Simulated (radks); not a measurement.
Results of a calculation; reference values are marked as such.
Species: Ti. Configuration: [Ar] 3d2 4s2.

Code: a radial shooting solver on a logarithmic mesh with Libxc functionals. Model: Dirac Kohn-Sham, HCTH/407, spin-unpolarised, spherical densities, finite nucleus; open shells fill j = l - 1/2 first; Fermi nuclear charge, rms radius 3.5921 fm.

Energy parts (eV):
total: -23239.337
kinetic: 23458.863
electron-nucleus: -55279.353
Hartree: 9736.538
exchange-correlation: -1155.385

Orbitals (lengths in bohr, moments of r in powers of bohr; <r^-3> diverges for s and p1/2; r(max) is where P^2 peaks):
| orbital | occ. | eigenvalue (eV) | <r^-3> | r(max) | small-component weight |
|---|---|---|---|---|---|
| 1s1/2 | 2 | -4865.537 | - | 0.04559 | 6.20e-03 |
| 2s1/2 | 2 | -538.5245 | - | 0.2689 | 1.08e-03 |
| 2p1/2 | 2 | -450.3349 | - | 0.2179 | 1.06e-03 |
| 2p3/2 | 4 | -444.5493 | 260.7 | 0.2201 | 1.05e-03 |
| 3s1/2 | 2 | -63.2669 | - | 0.8691 | 2.22e-04 |
| 3p1/2 | 2 | -39.9041 | - | 0.8963 | 1.91e-04 |
| 3p3/2 | 4 | -39.2466 | 29.84 | 0.9025 | 1.89e-04 |
| 3d3/2 | 2 | -4.5733 | 2.002 | 0.9730 | 1.01e-04 |
| 3d5/2 | 0 | -4.5255 | 1.977 | 0.9753 | 1.01e-04 |
| 4s1/2 | 2 | -4.4614 | - | 2.928 | 2.13e-05 |

The highest occupied level is 4s1/2 at -4.461 eV. The configuration is held as typed, so some empty levels lie below it. Summed over all electrons, <r^2> = 47.83 bohr^2, which gives a Langevin (diamagnetic) susceptibility term of -37.9 x 10^-6 cm^3/mol.
